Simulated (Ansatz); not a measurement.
`[SiH3][Se][GeH3]` + H₂ → `[SiH3][SeH]` + GeH₄ at 400 K and 1 bar (hydrogenolysis of the Se–Ge bond).

Isolated molecules relaxed with PBE0-D4/def2-TZVP in Ansatz; ΔE leaves out vibrations. CBS: MP2 limit from def2 TZ/QZ plus the TZ coupled-cluster correction, frozen cores. This one scheme is used for every species. For Ge, Se outer-core shells are correlated without core-valence functions, which leaves a few kJ/mol of doubt a bond. Scalar relativity is left out up to krypton.

| species | CCSD(T)/CBS energy (Eh) | H − E (kJ/mol) | S (J/(mol·K)) |
| --- | --- | --- | --- |
| `[SiH3][Se][GeH3]` | -4769.53721 | 162.2 | 400.1 |
| H₂ | -1.17544 | 38.0 | 139.0 |
| `[SiH3][SeH]` | -2692.20088 | 107.1 | 307.6 |
| GeH₄ | -2078.49493 | 93.6 | 231.8 |

H − E and S are ideal-gas, rigid-rotor, harmonic terms from PBE0-D4/def2-TZVP. The MP2-based limit puts H₂ 0.8 mEh under its directly extrapolated value; such offsets cancel only in part. 1 Eh = 2625.50 kJ/mol, R = 8.31446 J/(mol·K).

Q: By hand: ΔE, ΔH, ΔS and ΔG.

A: ΔE = (-2692.20088) + (-2078.49493) − (-4769.53721) − (-1.17544) = 0.01684 Eh = 44.2 kJ/mol. Δ(H − E) = 107.1 + 93.6 − 162.2 − 38.0 = 0.5, so ΔH = 44.7 kJ/mol. ΔS = 307.6 + 231.8 − 400.1 − 139.0 = 0.3 J/(mol·K). ΔG = 44.7 − 400 × (0.3)/1000 = 44.6 kJ/mol.

Q: By hand: the equilibrium constant, and the temperature at which ΔG would vanish if ΔH and ΔS stayed fixed.

A: log₁₀ K = −ΔG/(RT ln 10) = -5.8. ΔG = 0 at ΔH/ΔS = 149000 K, far beyond where these terms or the molecules hold.

The number of gas molecules stays the same, so ΔS is small and ΔH decides. A doubt of 5 kJ/mol in ΔE shifts log₁₀ K by 0.7 here. Modes under 60 cm⁻¹, often nearly free rotors, make the harmonic entropy too high. These are equilibria of isolated gas molecules and say nothing of rates. Largest T1 diagnostic: 0.012 (customary marks: 0.02 for closed shells, 0.045 for open ones).
